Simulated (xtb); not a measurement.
CH (SMILES [CH]), doublet, from a rough starting geometry; xtb with GFN2-xTB.

The xtb input:
```
$ xtb mol.xyz --gfn 2 --uhf 1 --opt vtight --json

# file mol.xyz
2

C      0.03065345     0.00554794     0.58847366
H     -0.02011248    -0.02711985    -0.54893688
```

**Question.** Predict the main parts of the log of this xtb run.

**Answer.** 
```
   ID    Z sym.   atoms
    1    6 C      1
    2    1 H      2

           -------------------------------------------------
          |                Calculation Setup                |
           -------------------------------------------------

           -------------------------------------------------
          |                 G F N 2 - x T B                 |
           -------------------------------------------------

          ...................................................
          :                      SETUP                      :
          :.................................................:
          :  # basis functions                   5          :
          :  # atomic orbitals                   5          :
          :  # shells                            3          :
          :  # electrons                         5          :
          :  max. iterations                   250          :
          :  Hamiltonian                  GFN2-xTB          :
          :  restarted?                      false          :
          :  GBSA solvation                  false          :
          :  PC potential                    false          :
          :  electronic temp.          300.0000000     K    :
          :  accuracy                    1.0000000          :
          :  -> integral cutoff          0.2500000E+02      :
          :  -> integral neglect         0.1000000E-07      :
          :  -> SCF convergence          0.1000000E-05 Eh   :
          :  -> wf. convergence          0.1000000E-03 e    :
          :  Broyden damping             0.4000000          :
          :  net charge                          0          :
          :  unpaired electrons                  1          :
          ...................................................

 iter      E             dE          RMSdq      gap      omega  full diag
   1     -2.3801246 -0.238012E+01  0.135E+01    0.00       0.0  T
   2     -2.3878624 -0.773777E-02  0.821E+00    0.00       1.0  T
   3     -2.3906110 -0.274859E-02  0.166E+00    0.00       1.0  T
   4     -2.3896256  0.985392E-03  0.189E+00    0.00       1.0  T
   5     -2.3904161 -0.790492E-03  0.161E+00    0.00       1.0  T
   6     -2.3920444 -0.162838E-02  0.702E-02    0.00       1.0  T
   7     -2.3920459 -0.145390E-05  0.280E-02    0.00       2.5  T
   8     -2.3920465 -0.647909E-06  0.214E-03    0.00      33.0  T
   9     -2.3920465 -0.193312E-08  0.224E-04    0.00     316.1  T
  10     -2.3920465 -0.152385E-10  0.228E-05    0.00    3105.9  T

   *** convergence criteria satisfied after 10 iterations ***

         :::::::::::::::::::::::::::::::::::::::::::::::::::::
         ::                     SUMMARY                     ::
         :::::::::::::::::::::::::::::::::::::::::::::::::::::
         :: total energy              -2.380622083069 Eh    ::
         :: gradient norm              0.016911301759 Eh/a0 ::
         :: HOMO-LUMO gap              0.000000000000 eV    ::
         ::.................................................::
         :: SCC energy                -2.392046539886 Eh    ::
         :: -> isotropic ES           -0.018812690868 Eh    ::
         :: -> anisotropic ES         -0.001755299805 Eh    ::
         :: -> anisotropic XC          0.006193456762 Eh    ::
         :: -> dispersion             -0.000105384922 Eh    ::
         :: repulsion energy           0.011424456817 Eh    ::
         :: add. restraining           0.000000000000 Eh    ::
         :: total charge              -0.000000000000 e     ::
         :::::::::::::::::::::::::::::::::::::::::::::::::::::

      -----------------------------------------------------------
     |                   =====================                   |
     |                        A N C O P T                        |
     |                   =====================                   |
     |               Approximate Normal Coordinate               |
     |                Rational Function Optimizer                |
      -----------------------------------------------------------
      -----------------------------------------------------------
     |                   =====================                   |
     |                        A N C O P T                        |
     |                   =====================                   |
     |               Approximate Normal Coordinate               |
     |                Rational Function Optimizer                |
      -----------------------------------------------------------

          ...................................................
          :                      SETUP                      :
          :.................................................:
          :   optimization level         verytight          :
          :   max. optcycles                   200          :
          :   ANC micro-cycles                  20          :
          :   degrees of freedom                 1          :
          :.................................................:
          :   RF solver                   davidson          :
          :   write xtbopt.log                true          :
          :   linear (good luck)              true          :
          :   energy convergence         0.1000000E-06 Eh   :
          :   grad. convergence          0.2000000E-03 Eh/α :
          :   maxmium RF displ.          1.0000000          :
          :   Hlow (freq-cutoff)         0.1000000E-01      :
          :   Hmax (freq-cutoff)         5.0000000          :
          :   S6 in model hess.         20.0000000          :
          ...................................................

generating ANC from exact Hessian ...
Using Lindh-Hessian (1995)
 Shifting diagonal of input Hessian by    0.0000000000000000
 Lowest  eigenvalues of input Hessian
    0.000000    0.000000    0.000000    0.000000    0.000000    0.732646
 Highest eigenvalues
    0.000000    0.000000    0.000000    0.000000    0.000000    0.732646

[...]
 * total energy  :    -2.3806221 Eh     change       -0.4769518E-12 Eh
 * total energy  :    -2.3808858 Eh     change       -0.2636982E-03 Eh
 * total energy  :    -2.3809173 Eh     change       -0.3149451E-04 Eh
 * total energy  :    -2.3809174 Eh     change       -0.1615625E-06 Eh
 * total energy  :    -2.3809175 Eh     change       -0.6610723E-07 Eh
   *** GEOMETRY OPTIMIZATION CONVERGED AFTER 5 ITERATIONS ***
[...]
H           -0.01954515574254       -0.02675477780090       -0.53622598137104

 Bond Distances (Angstroems)
 ---------------------------
C1-H2=1.1136         H2-C1=1.1136
 C  H  Rav=1.1136 sigma=0.0000  Rmin=1.1136  Rmax=1.1136     1

 selected bond angles (degree)
 --------------------

 selected dihedral angles (degree)
 ---------------------------------

           -------------------------------------------------
          |                Final Singlepoint                |
           -------------------------------------------------

          ...................................................
          :                      SETUP                      :
          :.................................................:
          :  # basis functions                   5          :
          :  # atomic orbitals                   5          :
          :  # shells                            3          :
          :  # electrons                         5          :
          :  max. iterations                   250          :
          :  Hamiltonian                  GFN2-xTB          :
          :  restarted?                      false          :
          :  GBSA solvation                  false          :
          :  PC potential                    false          :
          :  electronic temp.          300.0000000     K    :
          :  accuracy                    1.0000000          :
          :  -> integral cutoff          0.2500000E+02      :
          :  -> integral neglect         0.1000000E-07      :
          :  -> SCF convergence          0.1000000E-05 Eh   :
          :  -> wf. convergence          0.1000000E-03 e    :
          :  Broyden damping             0.4000000          :
          :  net charge                          0          :
          :  unpaired electrons                  1          :
          ...................................................

 iter      E             dE          RMSdq      gap      omega  full diag
   1     -2.3948374 -0.239484E+01  0.239E-08    0.00       0.0  T
   2     -2.3948374  0.146549E-13  0.761E-09    0.00  100000.0  T
   3     -2.3948374 -0.444089E-15  0.308E-09    0.00  100000.0  T

   *** convergence criteria satisfied after 3 iterations ***

         :::::::::::::::::::::::::::::::::::::::::::::::::::::
         ::                     SUMMARY                     ::
         :::::::::::::::::::::::::::::::::::::::::::::::::::::
         :: total energy              -2.380917503489 Eh    ::
         :: gradient norm              0.000000584350 Eh/a0 ::
         :: HOMO-LUMO gap              0.000000000000 eV    ::
         ::.................................................::
         :: SCC energy                -2.394837404833 Eh    ::
         :: -> isotropic ES           -0.018034223026 Eh    ::
         :: -> anisotropic ES         -0.001747338842 Eh    ::
         :: -> anisotropic XC          0.006088883965 Eh    ::
         :: -> dispersion             -0.000105356560 Eh    ::
         :: repulsion energy           0.013919901344 Eh    ::
         :: add. restraining           0.000000000000 Eh    ::
         :: total charge               0.000000000000 e     ::
         :::::::::::::::::::::::::::::::::::::::::::::::::::::

           -------------------------------------------------
          |                Property Printout                |
           -------------------------------------------------

    * Orbital Energies and Occupations

         #    Occupation            Energy/Eh            Energy/eV
      -------------------------------------------------------------
         1        2.0000           -0.6318993             -17.1949
         2        2.0000           -0.4646100             -12.6427
         3        0.5000           -0.3955530             -10.7635 (HOMO)
         4        0.5000           -0.3955530             -10.7635 (LUMO)
         5                          0.1082279               2.9450
      -------------------------------------------------------------
                  HL-Gap            0.0000000 Eh            0.0000 eV
             Fermi-level           -0.4128172 Eh          -11.2333 eV

     #   Z          covCN         q      C6AA      α(0)
     1   6 C        0.921    -0.130    39.672    10.547
     2   1 H        0.921     0.130     1.535     1.938

 Mol. C6AA /au·bohr⁶  :         56.798368
 Mol. C8AA /au·bohr⁸  :       1457.464664
 Mol. α(0) /au        :         12.484173

Wiberg/Mayer (AO) data.
largest (>0.10) Wiberg bond orders for each atom

 ---------------------------------------------------------------------------
     #   Z sym  total        # sym  WBO       # sym  WBO       # sym  WBO
 ---------------------------------------------------------------------------
     1   6 C    0.983 --     2 H    0.983
     2   1 H    0.983 --     1 C    0.983
 ---------------------------------------------------------------------------

Topologies differ in total number of bonds
Writing topology from bond orders to xtbtopo.mol

molecular dipole:
                 x           y           z       tot (Debye)
 q only:       -0.012      -0.008      -0.273
   full:       -0.029      -0.019      -0.647       1.647
molecular quadrupole (traceless):
                xx          xy          yy          xz          yz          zz
 q only:        0.010       0.000       0.011      -0.005       0.008      -0.020
  q+dip:        0.102       0.000       0.105      -0.022       0.012      -0.207
   full:        0.681      -0.002       0.685      -0.100      -0.038      -1.366

optimized geometry written to: xtbopt.xyz

           -------------------------------------------------
          | TOTAL ENERGY               -2.380917503489 Eh   |
          | GRADIENT NORM               0.000000584350 Eh/α |
          | HOMO-LUMO GAP               0.000000000000 eV   |
           -------------------------------------------------

normal termination of xtb
```
